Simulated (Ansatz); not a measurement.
**Question.** Name a neutral molecule of N, Si and H with LUMO energy (PBE0/def2-TZVPP) between -0.65 and -0.35 eV and HOMO–LUMO gap (PBE/def2-TZVPP) between 4.45 and 4.75 eV (Ansatz, PBE0-D4/def2-TZVP geometry).

**Answer.** `N[SiH]([SiH3])[SiH3]` (-0.53 eV, 4.70 eV). Other molecules can fit too; these were computed, each in one conformer that needn't be the lowest.
